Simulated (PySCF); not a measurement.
Compound: C₈H₁₀Si.
Numbering: `[CH2:1]=[CH:2][C:3]1=[CH:4][SiH2:5][CH:6]=[C:7]1[CH:8]=[CH2:9]` (hydrogens: H10, H11 on C1; H12 on C2; H13 on C4; H14, H15 on Si5; H16 on C6; H17 on C8; H18, H19 on C9)

Level: PBE0/pcSseg-1 and wB97X-D/def2-SVPD in PySCF, non-relativistic, on one gas-phase PBE0-D3(BJ)/def2-SVP geometry that isn't relaxed in the solvent. The solvent is an IEF-PCM continuum (van der Waals radii × 1.2). Specific hydrogen bonds and non-electrostatic terms are outside this model.

Gas phase at PBE0/pcSseg-1: HOMO -6.50 eV, LUMO -1.80 eV, dipole 0.72 D.

Question: What does the continuum do to the energy, the frontier levels and the dipole at PBE0/pcSseg-1 in acetone?

Answer: 
```csv
solvent,ε,E(solvent) − E(gas) (kcal/mol),polarisation term (kcal/mol),distortion of the solute (kcal/mol),HOMO (eV),LUMO (eV),dipole (D)
acetone,20.49,-2.78,-3.06,0.28,-6.52,-1.82,0.86
```

Polarisation term: ½ Σ q·V over the induced surface charges. Distortion: the rise of the solute's own energy as its density leaves the gas-phase optimum.

Question: Which Hirshfeld charges (PBE0/pcSseg-1) respond most in acetone (means over atoms taken as equivalent)?

Answer: 
```
  atoms                      environment  gas (e)  solvent (e)  change
H13/H16                 vinylic hydrogen   +0.045       +0.052  +0.007
  C3/C7  fully substituted alkene carbon   +0.012       +0.005  -0.007
H12/H17                 vinylic hydrogen   +0.047       +0.053  +0.006
H10/H19                 vinylic hydrogen   +0.050       +0.055  +0.005
  C4/C6                 alkene CH carbon   -0.147       -0.151  -0.004
  C2/C8                 alkene CH carbon   -0.044       -0.048  -0.004
```

Gas phase at wB97X-D/def2-SVPD: HOMO -8.24 eV, LUMO -0.09 eV, dipole 0.76 D.

Question: What does the continuum do to the energy, the frontier levels and the dipole at wB97X-D/def2-SVPD in acetone?

Answer: 
| solvent | ε | E(solvent) − E(gas) (kcal/mol) | polarisation term (kcal/mol) | distortion of the solute (kcal/mol) | HOMO (eV) | LUMO (eV) | dipole (D) |
| --- | --- | --- | --- | --- | --- | --- | --- |
| acetone | 20.49 | -2.61 | -2.92 | 0.31 | -8.25 | -0.10 | 0.98 |

Question: How does the static polarisability (wB97X-D/def2-SVPD, frozen core, with the continuum's full static response) change?

Answer: 
| medium | isotropic (au) | principal values (au) | ⟨r²⟩ of the electrons (bohr²) |
| --- | --- | --- | --- |
| gas | 125.8 | 87.8, 110.4, 179.2 | 1487.7 |
| acetone | 179.2 | 126.6, 151.0, 260.2 | 1486.2 |

The isotropic value in acetone is 1.42 times the gas-phase one; no cavity-field correction is applied. ⟨r²⟩ is taken about the centre of nuclear charge.

Time: 82 s of wall time; peak memory 1.2 GiB. Hardware: Arm Neoverse N1, one thread (shared host). This is the whole shielding run at PBE0/pcSseg-1 in acetone, SCF included.

The values belong to the conformer `[CH2:1]=[CH:2][C:3]1=[CH:4][SiH2:5][CH:6]=[C:7]1[CH:8]=[CH2:9]`: C1–C2–C3–C4 148°, C6–C7–C8–C9 148°.

Note: wB97X-D ran without an empirical dispersion term, which enters the total energy and its gradient alone.
